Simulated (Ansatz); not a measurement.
Two isomers of CH8BNOSi: A = `B[SiH2]C(N)O`, B = `BN[SiH2]CO`.

Calculated with Ansatz (gas phase, PBE0-D4/def2-TZVP geometries, no zero-point term in ΔE). CCSD(T)/CBS is the MP2 limit (def2-TZVPP, def2-QZVPP) plus CCSD(T) − MP2 in def2-TZVPP, frozen cores. Functionals use def2-TZVPP. B3LYP here is the variant with VWN-RPA as its local correlation; programs differ in this. Each species was taken in one conformer, which may not be the lowest.

Which is lower in electronic energy at CCSD(T)/CBS, and by how much? (Best estimate.)

The calculation gave: B, by 278.0 kJ/mol.

Give E(B) − E(A) in kJ/mol with B3LYP, PBE-D4, B2PLYP, CCSD(T)/def2-TZVPP, ωB97M-V, HF/def2-TZVPP, r2SCAN-D4. (An estimate is asked.)

The calculation gave: B3LYP -279.6, PBE-D4 -262.4, B2PLYP -283.8, CCSD(T)/def2-TZVPP -277.6, ωB97M-V -280.6, HF/def2-TZVPP -285.7, r2SCAN-D4 -275.0. None reverses the order clearly.

Largest T1 diagnostic: 0.012.

From PBE to PBE0 (25 % exact exchange), in def2-TZVPP and without D4, E(B) − E(A) moves by −5.7 kJ/mol.
